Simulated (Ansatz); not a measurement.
The same path of Cl$_{3}$H$_{4}$NOZr (10 atoms, charge 0, multiplicity 1) was run twice with different band settings.

Level of theory: RKS PBE0-D4/def2-SVP (Ansatz).

Relaxed end points:

```xyz
10
Properties=species:S:1:pos:R:3
Zr 0.049 0.053 0.301
Cl -0.236 -0.236 2.648
Cl 2.184 -0.462 -0.622
Cl -1.228 1.760 -0.762
O -0.911 -1.459 -0.305
H -1.399 -2.225 -0.610
N 1.291 2.010 1.085
H 2.266 1.973 0.786
H 0.888 2.874 0.720
H 1.281 2.070 2.104
```

```xyz
10
Properties=species:S:1:pos:R:3
Zr 0.849 -0.053 0.015
Cl 2.293 -0.409 1.876
Cl 1.387 -1.977 -1.255
Cl 1.327 1.622 -1.612
O -1.005 -0.403 0.325
H -1.715 -1.028 0.162
N 0.327 1.922 1.307
H 1.124 2.553 1.399
H -0.429 2.455 0.875
H 0.029 1.677 2.252
```

Common settings: movable images 5; climbing image yes; spring 5.0 eV/Å²; optimiser quadratic models (default); start path through a guess of the saddle point; iteration limit 60; end points relaxed.

| run | force threshold |
| --- | --- |
| 1 | 0.05 eV/Å |
| 2 | 0.2 eV/Å |

Task: What does each run give, and how far can it be trusted?

Result: Run 1: converged after 41 iterations, highest image 0.256 eV above the first end. A structure lower than the first end lies on the path between it and the top, so the climb from that side starts below the end, which may itself be a saddle point or a shallow side well. A vibrational analysis at the climbing image gives one clearly imaginary mode, 48i cm⁻¹: a first-order saddle point.
Run 2: converged after 22 iterations, highest image 0.266 eV above the first end. The threshold of 0.2 eV/Å is loose, so the images may lie well off the minimum-energy path. A structure lower than the first end lies on the path between it and the top, so the climb from that side starts below the end, which may itself be a saddle point or a shallow side well. The order of the point at the top wasn't checked.
